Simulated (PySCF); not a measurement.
# Bond energies at MP2/def2-TZVPP beside a composite method

PySCF, lowest determinants of a PBE0 search. The composite is CCSD(T) extrapolated to the basis-set limit from two correlation-consistent sets, with core-valence (CV) and scalar-relativistic (SR) terms as its label shows; it has no spin–orbit coupling and nothing beyond (T).

```csv
species,state (unpaired electrons),De MP2 (eV),De composite (eV),composite,dissociates to
CdI,doublet (σ ↑),1.15,1.13,CCSD(T)/CBS(DT),Cd + I
K2,singlet (closed shell),0.36,0.55,CCSD(T)/CBS(DT),K + K
SiBr,doublet (π ↑),3.83,3.88,CCSD(T)/CBS(TQ),Si + Br
NaB,"triplet (σ ↑, π ↑)",0.73,0.78,CCSD(T)/CBS(DT)+CV+SR,Na + B
CsCl,singlet (closed shell),4.33,4.46,CCSD(T)/CBS(DT)+CV,Cs + Cl
TeF,doublet (π ↑),3.51,3.58,CCSD(T)/CBS(TQ)+CV,Te + F
PbH,doublet (π ↑),2.23,2.53,CCSD(T)/CBS(DT),H + Pb
PS,doublet (π ↑),4.25,4.49,CCSD(T)/CBS(TQ)+SR,P + S
```

Does MP2 bind more or less than the composite, by how much on average, and where is the difference largest?

MP2/def2-TZVPP binds less on average, method and basis taken together: the mean signed difference is -0.13 eV and the mean absolute one 0.13 eV; it is largest for PbH (-0.30 eV).

The molecules are drawn from runs that passed checks on state, spin purity and fit, so the hardest cases are missing and the errors look smaller than over all diatomics.

Correlated steps freeze the inner cores (2 to 28 orbitals); shallow outer-core shells are correlated. UHF and ROHF references stand side by side, which adds small steps between rows. Weak bonds: K2. Basis-set superposition, not corrected here, can be much of De in a small basis, most of all at correlated wavefunction levels. Spin–orbit coupling is left out, which matters for elements this heavy, above all for dissociation energies. Where the molecule has an RHF reference, its open-shell atoms are computed with UHF. States were picked by a PBE0 search and need not be the measured ground states.
